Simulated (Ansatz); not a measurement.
Mulliken charges of C2H6AlN, SMILES `C=[CH][AlH][NH2]` from r2SCAN/def2-TZVPP in Ansatz (PBE0-D4/def2-TZVP geometry).

| atom | x (Å) | y (Å) | z (Å) | charge (e) |
| --- | --- | --- | --- | --- |
| C1 | -0.967 | 0.857 | -1.244 | -0.122 |
| C2 | -0.807 | -0.425 | -0.911 | -0.308 |
| Al3 | 0.352 | -1.011 | 0.536 | 0.556 |
| N4 | 1.270 | 0.198 | 1.444 | -0.478 |
| H5 | -1.619 | 1.180 | -2.054 | 0.073 |
| H6 | -0.453 | 1.660 | -0.720 | 0.060 |
| H7 | -1.372 | -1.148 | -1.501 | 0.069 |
| H8 | 0.526 | -2.529 | 0.959 | -0.145 |
| H9 | 1.888 | -0.026 | 2.207 | 0.153 |
| H10 | 1.264 | 1.193 | 1.287 | 0.142 |

Problem. By hand: the dipole of these point charges (1 e Å = 4.8032 D).

Solution. Σ q r = (0.107, 0.008, 0.125) e Å, of length 0.165 e Å = 0.79 D.

Problem. How does the dipole of the full density compare? (An estimate is asked.)

Solution. Ansatz gave: (0.052, 0.239, 0.027) e Å, 1.18 D; the point charges give 0.67 times that, at 74° from its direction.

Point charges leave out the atoms' own dipoles, such as those of lone pairs, and Mulliken's split depends on the basis, so the two needn't agree.
